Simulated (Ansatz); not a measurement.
Cost and result for the atomization energy of BFH5NOSSi, SMILES `BS[Si](N)(O)F` (11 atoms, 10 bonds).

```xyz
11

B    -1.082    1.751   -1.130
S    -1.455    0.080   -0.673
Si    0.253   -0.412    0.548
N     0.364   -2.046    0.924
O     1.627    0.022   -0.197
F     0.027    0.373    1.912
H    -1.877    2.323   -1.808
H    -0.068    2.288   -0.792
H    -0.159   -2.467    1.671
H     0.773   -2.716    0.296
H     1.597    0.804   -0.752
```

Total charge 0; spin multiplicity 1. All single points use the PBE0-D4/def2-TZVP geometry. It is one conformer, not always the lowest. Program: Ansatz. All runs use 4 threads of a server CPU on a shared host. Times are those of one run each, without the atoms' runs, and a repeat can differ threefold. Electronic energies, without spin–orbit coupling; frozen cores. CCSD(T)/CBS adds CCSD(T) − MP2 in def2-TZVPP to the MP2 limit, and its time is that of the two runs behind it. T1 = 0.013. B3LYP takes the VWN-RPA correlation (the form of Gaussian; ORCA's B3LYP/G). HSE06 is the plane-wave form, built on full-range PBE exchange.

CCSD(T)/CBS is a level of theory with its own doubt, some kJ/mol a heavy atom from the limit and from the frozen cores, so smaller differences don't rank the functionals.

```csv
level,functions,wall time,atomization (kJ/mol),difference from CCSD(T)/CBS,per bond
PBE0-D4/def2-TZVPP,278,4.4 s,4177.2,-27.5,-2.8
HSE06-D4/def2-TZVPP,278,4.7 s,4180.0,-24.7,-2.5
CAM-B3LYP-D4/def2-TZVPP,278,5.5 s,4216.1,11.4,1.1
r2SCAN-D4/def2-TZVPP (with forces),278,7 s,4212.2,7.5,0.7
B3LYP-D4/def2-TZVPP (with forces),278,7 s,4189.7,-15.0,-1.5
B2PLYP/def2-TZVPP,278,8 s,4148.7,-56.0,-5.6
PBE-QIDH/def2-TZVPP,278,9 s,4154.4,-50.3,-5.0
CCSD(T)/def2-SVP,117,9.5 s,3846.5,-358.2,-35.8
B97M-V/def2-TZVPP,278,11 s,4218.4,13.7,1.4
ωB97X-V/def2-TZVPP,278,11 s,4215.7,11.0,1.1
MP2/def2-QZVPP,518,31 s,4261.7,57.0,5.7
CCSD(T)/def2-TZVPP,278,5.9 min,4069.1,-135.6,-13.6
CCSD(T)/CBS(def2),–,6.4 min,4204.7,0.0,0.0
```

At CCSD(T), def2-SVP lies −358.2 kJ/mol from the extrapolated value and def2-TZVPP −135.6 kJ/mol: correlation converges slowly with the basis, and small sets miss more of it in the bonded molecule than in its fragments. In def2-TZVPP, CCSD(T) changes the Hartree–Fock value by +1049.4 kJ/mol (the triples alone add +68.0 kJ/mol) and MP2 by +1160.6 kJ/mol; breaking electron pairs costs correlation energy, which Hartree–Fock lacks. From r2SCAN to r2SCAN0 (25 % exact exchange), in def2-TZVPP and without D4, the atomization energy moves by −82.6 kJ/mol: exact exchange takes away binding that semilocal exchange gives to molecules.
